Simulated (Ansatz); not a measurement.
Sr₃Se₃⁻, 6 atoms. Hardware: 4 threads of Arm Neoverse V1 on a shared host.

In the def2 sets Sr takes a core potential; there is no spin–orbit coupling. Correlated methods freeze 27 core orbitals; core or outer-core shells of Sr, Se are correlated, in sets that lack core-valence functions.

(1) How many basis functions does each of these Ansatz runs have, and roughly what does it cost? r2SCAN-D4/def2-TZVPD, charge -1 doublet, energy, from earlier orbitals; HF/STO-3G, charge -1 doublet, energy; LDA (SPW92)/def2-TZVPD, charge -1 doublet, energy, from earlier orbitals; B3LYP-D4/def2-SVPD, charge -1 doublet, relaxation, 8 steps; MP2/def2-TZVPD, charge -1 doublet, energy, from earlier orbitals; PBE0-D4/def2-TZVPD, charge -1 doublet, energy, from earlier orbitals; r2SCANh-D4/def2-TZVPD, charge -1 doublet, energy, from earlier orbitals; PBE-D4/def2-TZVPD, charge -1 doublet, energy and forces, from earlier orbitals; r2SCAN0-D4/def2-TZVPD, charge -1 doublet, energy, from earlier orbitals; RPA@PBE/def2-TZVPD, charge -1 doublet, energy, from earlier orbitals; PBE-D4/def2-SVP, charge -1 doublet, energy with a search over starts.

Answers

(1) Other jobs shared the machine, so times can vary by a factor of up to 3.

```json
{"run": "LDA (SPW92)/def2-TZVPD, charge -1 doublet, energy, from earlier orbitals", "functions": "270", "fitting or Cholesky vectors": "2208", "wall time": "9.5 s", "peak host memory (GiB)": "0.71"}
{"run": "HF/STO-3G, charge -1 doublet, energy", "functions": "120", "fitting or Cholesky vectors": "1191", "wall time": "15 s", "peak host memory (GiB)": "0.8"}
{"run": "PBE-D4/def2-TZVPD, charge -1 doublet, energy and forces, from earlier orbitals", "functions": "270", "fitting or Cholesky vectors": "2208", "wall time": "19 s", "peak host memory (GiB)": "0.75"}
{"run": "PBE0-D4/def2-TZVPD, charge -1 doublet, energy, from earlier orbitals", "functions": "270", "fitting or Cholesky vectors": "1974", "wall time": "32 s", "peak host memory (GiB)": "1.5"}
{"run": "MP2/def2-TZVPD, charge -1 doublet, energy, from earlier orbitals", "functions": "270", "fitting or Cholesky vectors": "1974", "wall time": "35 s", "peak host memory (GiB)": "1.4"}
{"run": "RPA@PBE/def2-TZVPD, charge -1 doublet, energy, from earlier orbitals", "functions": "270", "fitting or Cholesky vectors": "1974", "wall time": "44 s", "peak host memory (GiB)": "1.2"}
{"run": "r2SCAN-D4/def2-TZVPD, charge -1 doublet, energy, from earlier orbitals", "functions": "270", "fitting or Cholesky vectors": "2208", "wall time": "47 s", "peak host memory (GiB)": "0.89"}
{"run": "PBE-D4/def2-SVP, charge -1 doublet, energy with a search over starts", "functions": "165", "fitting or Cholesky vectors": "1881", "wall time": "50 s", "peak host memory (GiB)": "0.68"}
{"run": "r2SCANh-D4/def2-TZVPD, charge -1 doublet, energy, from earlier orbitals", "functions": "270", "fitting or Cholesky vectors": "1974", "wall time": "56 s", "peak host memory (GiB)": "1.6"}
{"run": "r2SCAN0-D4/def2-TZVPD, charge -1 doublet, energy, from earlier orbitals", "functions": "270", "fitting or Cholesky vectors": "1974", "wall time": "61 s", "peak host memory (GiB)": "1.6"}
{"run": "B3LYP-D4/def2-SVPD, charge -1 doublet, relaxation, 8 steps", "functions": "201", "fitting or Cholesky vectors": "2091", "wall time": "2.4 min", "peak host memory (GiB)": "1.1"}
```
